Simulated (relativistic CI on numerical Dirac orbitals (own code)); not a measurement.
Radial Dirac CI calculation of Br12+.

Command:

```sh
python run_levels.py task.json out
```

Input:

```
atom Br  Z=35  charge=12  electrons=23
nucleus A=79  rms_radius_fm=4.1629
hamiltonian dirac-coulomb  breit=on  qed=on  c_scale=1
orbitals kli  potential=per-configuration
slater_scale 1
correlation none
mixing on
grid step=0.0125 r_max=7.9
scf mixing=0.1 start=thomas-fermi max_iterations=20 tolerance=2e-08 node_fill=0.05
configurations
  [Ar] 3d5
  [Ne] 3s2 3p5 3d6
  [Ne] 3s2 3p4 3d7
end
```

Output:

```
SCF 1: [Ar] 3d5
 iter      energy (Ha)   residual   last orbital (Ha)
    1     -2518.213453   2.71e+00     -9.78148
    2     -2524.438914   2.28e+00    -10.25260
    3     -2542.900866   8.08e-02    -14.30431
    4     -2542.949271   5.93e-02    -14.44584
    5     -2542.969442   8.58e-03    -14.31878
    6     -2542.969546   4.23e-03    -14.30680
    7     -2542.969591   3.98e-04    -14.29904
    8     -2542.969581   7.12e-05    -14.29794
    9     -2542.969582   1.15e-05    -14.29831
   10     -2542.969582   5.11e-06    -14.29829
   11     -2542.969581   3.46e-08    -14.29826
   12     -2542.969581   4.45e-09    -14.29826
SCF 2: [Ne] 3s2 3p5 3d6
 iter      energy (Ha)   residual   last orbital (Ha)
    1     -2512.901978   2.74e+00     -9.78148
    2     -2519.475370   2.29e+00    -10.25676
    3     -2538.763836   8.49e-02    -14.25001
    4     -2538.818314   6.22e-02    -14.38027
    5     -2538.841544   9.32e-03    -14.22932
    6     -2538.841687   3.16e-03    -14.21251
    7     -2538.841731   5.16e-04    -14.21012
    8     -2538.841717   3.99e-05    -14.20873
    9     -2538.841718   1.06e-05    -14.20896
   10     -2538.841717   4.07e-06    -14.20893
   11     -2538.841717   4.49e-08    -14.20892
   12     -2538.841717   4.72e-09    -14.20892
SCF 3: [Ne] 3s2 3p4 3d7
 iter      energy (Ha)   residual   last orbital (Ha)
    1     -2507.506222   2.76e+00     -9.78148
    2     -2514.433196   2.31e+00    -10.26091
    3     -2534.530264   8.88e-02    -14.19771
    4     -2534.590037   6.55e-02    -14.31465
    5     -2534.617035   9.94e-03    -14.14199
    6     -2534.617209   2.03e-03    -14.12025
    7     -2534.617258   6.18e-04    -14.12418
    8     -2534.617244   3.99e-05    -14.12267
    9     -2534.617242   2.50e-06    -14.12264
   10     -2534.617242   1.77e-07    -14.12263
   11     -2534.617242   8.85e-09    -14.12263
orbital energies (Ha): 2s -76.9565  2p1/2 -70.6487  2p3/2 -68.9018  3s -20.6150  3p1/2 -18.3985  3p3/2 -18.1030  3d3/2 -14.3527  3d5/2 -14.2983
configuration averages (Ha): Dirac-Coulomb, Breit, QED
  3p6 3d5                      -2542.969581    1.282922    0.868989
  3p5 3d6                      -2538.841717    1.273749    0.868763
  3p4 3d7                      -2534.617242    1.264853    0.868541
levels: no., configuration, term, J, E (cm-1), weight
   1 3p6 3d5                6S   5/2              0.0  0.98
   2 3p6 3d5                4G   5/2          76059.8  0.83
   3 3p6 3d5                4G   11/2         77112.6  0.98
   4 3p6 3d5                4G   7/2          77272.2  0.96
   5 3p6 3d5                4G   9/2          77738.6  0.98
   6 3p6 3d5                4P   5/2          79353.3  0.67
   7 3p6 3d5                4P   3/2          80939.0  0.80
   8 3p6 3d5                4P   1/2          82657.4  0.91
   9 3p6 3d5                4D   7/2          92588.0  0.94
  10 3p6 3d5                4D   1/2          95245.7  0.92
  11 3p6 3d5                4D   5/2          95635.5  0.77
  12 3p6 3d5                4D   3/2          96067.8  0.80
  13 3p6 3d5                2I   11/2        111383.4  0.90
  14 3p6 3d5                2D   5/2         112888.9  0.48
lowest total energy -2541.450640 Ha
end: converged
```

Against the reference input this run has: iteration limit 20, start potential thomas-fermi, SCF mixing 0.1. The reference run ends at -2541.450640 Ha with Breit and QED terms. The change (iteration limit 20, start potential thomas-fermi, SCF mixing 0.1) leaves the energy and the levels as they were.

Run time about 0.21 s of CPU on one thread of Intel Xeon Platinum 8488C (shared host).
